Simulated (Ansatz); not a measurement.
Geometry optimisation, Ansatz, UKS r2SCAN/6-31G*.

input.yaml

```yaml
crystal:
  periodic: [false, false, false]
  atoms:
    - { symbol: Al, position_ang: [-1.004051, -0.89322, -1.546945] }
    - { symbol: Cl, position_ang: [0.979156, 0.059455, -1.655397] }
    - { symbol: H, position_ang: [-0.982909, -2.409902, -1.113676] }
    - { symbol: H, position_ang: [-2.199302, -0.029193, -2.10417] }
    - { symbol: H, position_ang: [-0.602809, 0.471059, 1.583686] }
    - { symbol: F, position_ang: [-1.39463, 0.074282, 1.334823] }
    - { symbol: H, position_ang: [1.588328, 1.364657, 0.545293] }
    - { symbol: O, position_ang: [1.560501, 1.098056, 1.478161] }
    - { symbol: H, position_ang: [2.055616, 0.264806, 1.478125] }
magnetization:
  spin_polarized: true
basis:
  gaussian: { orbitals: "6-31G*" }
hamiltonian:
  xc: r2scan
relax:
  f_tol: 0.03
  max_steps: 50
```

Run as:

```bash
$ ansatz run input.yaml --threads 2 --pin off --max-ram 3072MiB --backend cpu --events-out ev --progress --plain --runs-dir out
```

Q: Where does it end, and by what steps?

A: The forces met the threshold. The force dipped under the threshold on the way, but the program's further checks kept it going. After 22 steps the energy has fallen by 1.464 eV; H3 moved furthest, 0.88 Å. Parted: H5–F6. Joined: Al1–F6, H5–O8.

| step | energy less start (eV) | largest force component (eV/Å) | accepted |
| --- | --- | --- | --- |
| 0 | 0.0000 | 1.527 | yes |
| 1 | -0.2742 | 0.663 | yes |
| 2 | -0.6003 | 0.783 | yes |
| 3 | -0.9809 | 0.814 | yes |
| 4 | -1.2352 | 1.039 | yes |
| 5 | -1.3615 | 1.071 | yes |
| 6 | -1.4054 | 0.719 | yes |
| 7 | -1.4231 | 0.388 | yes |
| 8 | -1.4471 | 0.340 | yes |
| 9 | -1.4515 | 0.261 | yes |
| 10 | -1.4548 | 0.056 | yes |
| 11 | -1.4562 | 0.067 | yes |
| 12 | -1.4571 | 0.037 | yes |
| 13 | -1.4577 | 0.028 | yes |
| 14 | -1.4581 | 0.053 | yes |
| 15 | -1.4589 | 0.076 | yes |
| 16 | -1.4597 | 0.076 | yes |
| 17 | -1.4600 | 0.241 | yes |
| 18 | -1.4617 | 0.075 | yes |
| 19 | -1.4623 | 0.049 | yes |
| 20 | -1.4631 | 0.050 | yes |
| 21 | -1.4635 | 0.030 | yes |
| 22 | -1.4637 | 0.029 | yes |

```xyz
9
Properties=species:S:1:pos:R:3
Al -0.950 -0.550 -0.956
Cl 0.859 0.553 -1.672
H -0.473 -2.008 -0.513
H -2.227 -0.235 -1.837
H -0.065 0.533 1.092
F -1.128 0.331 0.635
H 1.402 0.794 0.334
O 1.094 0.704 1.289
H 1.488 -0.122 1.627
```

Whether the end is a true minimum wasn't checked by a vibrational analysis.

Run time: 3.2 min on 2 threads of Arm Neoverse N1, on a shared host, peak memory 0.22 GiB.
